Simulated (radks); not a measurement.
Q: The mean radii <r> (bohr) of the occupied orbitals of an atom or ion are listed with their occupations. Calculated with a radial shooting solver on a logarithmic mesh with Libxc functionals: Dirac Kohn-Sham, PBE, spin-unpolarised, spherical densities, finite nucleus; Fermi nuclear charge, rms radius of each element as measured or else 0.836 A^(1/3) + 0.57 fm.

| orbital | occ. | <r> |
|---|---|---|
| 1s1/2 | 2 | 0.03342 |
| 2s1/2 | 2 | 0.1428 |
| 2p1/2 | 2 | 0.1212 |
| 2p3/2 | 4 | 0.1257 |
| 3s1/2 | 2 | 0.3476 |

Name the element and its charge. Open shells, if any, fill j = l - 1/2 first.

A: Z = 44, ruthenium, charge +32: Ru32+ in [Ne] 3s2. The 1s radius gives Z: for a bare nucleus <r> = (2 gamma + 1)/(2Z) with gamma = sqrt(1 - (Z/c)^2), 0.03289 bohr for Z = 44, and screening makes it slightly larger (0.03342 here). The occupations add up to 12, and the charge is Z minus that.
